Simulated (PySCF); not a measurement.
A GIAO shielding run with PySCF (density fitting, non-relativistic, gas phase) on `C1[C@@H](F)CN(C)[SiH2]1`, C4H10FNSi:

```
$ OMP_NUM_THREADS=1 python probes_run.py task.json out

{"job": {"kind": "nmr", "xc": "PBE0", "basis": "pcSseg-1"}, "charge": 0, "multiplicity": 1}
C      2.207567    -0.208195     0.281648
N      0.799100     0.052876     0.171614
C     -0.064352    -1.101892     0.264948
C     -1.488895    -0.568544     0.403956
F     -2.397069    -1.575341     0.128226
C     -1.655887     0.607901    -0.539246
Si     0.043649     1.450962    -0.475387
H      2.746467     0.734197     0.229611
H      2.562802    -0.861435    -0.523852
H      2.433491    -0.692086     1.236747
H     -0.000184    -1.736457    -0.631008
H      0.213374    -1.714058     1.130012
H     -1.680157    -0.267014     1.440444
H     -2.497579     1.230555    -0.250608
H     -1.861760     0.226410    -1.538649
H      0.486194     1.869882    -1.811405
H      0.146241     2.564269     0.473037
```

Hardware: 1 thread of an Intel Xeon, shared host. The job also computes population analyses, field gradients, ring-centre shieldings.

(1) How large is the calculation?

(2) How long does it take, and how much memory does it need?

## Answers

(1) 64 electrons, 176 basis functions and 930 auxiliary functions.

(2) 72 s of wall time, with 12 SCF cycles and 4 response iterations; peak memory 0.8 GiB. Times on a shared host scatter by some tens of per cent.
